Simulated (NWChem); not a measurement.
Species: Si₂H₅O₂Cl; SMILES O[SiH2][Si@@H](O)Cl

```xyz
10

O      0.9758    -2.3659    -0.0614
Si    -0.5035    -1.7127     0.3522
Si    -0.4431     0.5151    -0.3713
O     -1.4894     1.4402     0.5216
Cl     1.5517     1.0507     0.0202
H      1.7190    -1.7604     0.0464
H     -0.7562    -1.7094     1.8272
H     -1.5543    -2.5236    -0.3225
H     -0.6225     0.7729    -1.8314
H     -1.5895     2.3658     0.2759
```
Atoms are numbered in this order, from 1.

All runs: NWChem. STO-3G and 3-21G are far too small for this property and stand as cheap habits. All runs use the structure optimised with PBE0/def2-SVP. GIAO values for the isolated, static molecule; σ is the absolute isotropic shielding, δ = σ(reference) − σ with the isolated reference molecule computed at the same levels (1H: tetramethylsilane, 17O: water, 29Si: tetramethylsilane).

For level Hartree-Fock/STO-3G:

| Quantity | Result |
|---|---|
| δ O1 (ppm) | -96.3 |
| δ Si3 (ppm) | 13.2 |
| δ O4 (ppm) | -72.7 |
| δ H6 (ppm) | -3.13 |
| δ H8 (ppm) | 2.58 |
| δ H9 (ppm) | 2.70 |
| δ H10 (ppm) | -2.32 |

Q: What are these values for level KT2/pcSseg-1?

A: 
| Property | Result |
|---|---|
| δ O1 (ppm) | 0.3 |
| δ Si3 (ppm) | 9.4 |
| δ O4 (ppm) | 66.0 |
| δ H6 (ppm) | 0.50 |
| δ H8 (ppm) | 5.11 |
| δ H9 (ppm) | 6.14 |
| δ H10 (ppm) | 2.12 |
